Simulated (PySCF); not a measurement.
Species: C₃H₂BrClO.
Z-matrix (Å and degrees, PBE0-D3(BJ)/def2-SVP geometry), rows numbered from 1:
```
O 
C   1  1.2009
C   2  1.4880  1  124.29
Br  3  1.8882  2  114.58  1  -179.60
C   3  1.3460  2  127.03  1     0.41
Cl  5  1.7016  3  125.21  2     0.02
H   2  1.1175  1  122.31  3  -179.98
H   5  1.0928  3  120.85  2   179.97
```

Computed, not measured: EOM-IP-CCSD/aug-cc-pVDZ in PySCF, restricted Hartree–Fock reference, frozen core, non-relativistic, gas phase, PBE0-D3(BJ)/def2-SVP geometry.

Hartree–Fock orbital energies give these Koopmans values (eV): HOMO 10.12, HOMO-1 11.87, HOMO-2 12.20, HOMO-3 13.01, HOMO-4 13.32, HOMO-5 14.36, HOMO-6 15.08, HOMO-7 15.94.

Q: What vertical ionisation energies does EOM-IP-CCSD give?

A: 
```
leading hole (HF orbital)  Koopmans (eV)  EOM-IP-CCSD (eV)  change (eV)  one-hole share
                     HOMO          10.12              9.69        -0.43            0.96
                   HOMO-1          11.87             10.16        -1.71            0.94
                   HOMO-2          12.20             11.37        -0.83            0.96
                   HOMO-4          13.32             12.06        -1.26            0.95
                   HOMO-3          13.01             12.13        -0.88            0.95
                   HOMO-5          14.36             13.37        -0.99            0.93
                   HOMO-6          15.08             13.98        -1.10            0.95
                   HOMO-7          15.94             14.83        -1.11            0.91
```

Q: Does the order of the lines follow the orbital energies?

A: No: the HOMO-4 hole (12.06 eV) falls below the HOMO-3 hole (12.13 eV). The corrections run from -1.71 to -0.43 eV, with a mean of -1.04 eV over the 8 lines; no line lies above its Koopmans value. Koopmans values leave out both the relaxation of the orbitals and the change in correlation energy.

Q: At what kinetic energies would He I light (21.22 eV) eject these electrons?

A: 11.53 eV (HOMO), 11.06 eV (HOMO-1), 9.85 eV (HOMO-2), 9.16 eV (HOMO-4), 9.09 eV (HOMO-3), 7.85 eV (HOMO-5), 7.24 eV (HOMO-6), 6.39 eV (HOMO-7).

Q: What total energy has the lowest final state, and which wavelength reaches it?

A: E(CCSD) + ionisation energy = -3222.41916 + 0.35620 = -3222.06296 Eh, at the geometry of the initial state. The threshold wavelength is 1239.84 eV nm/9.69 eV = 128.0 nm.

Lines less than 0.15 eV apart could change places at a higher level. One root was sought for each valence orbital with −ε under 21 eV, eight at most, so deeper holes and satellites are missing; no vibrational structure.

One conformer stands for the species.
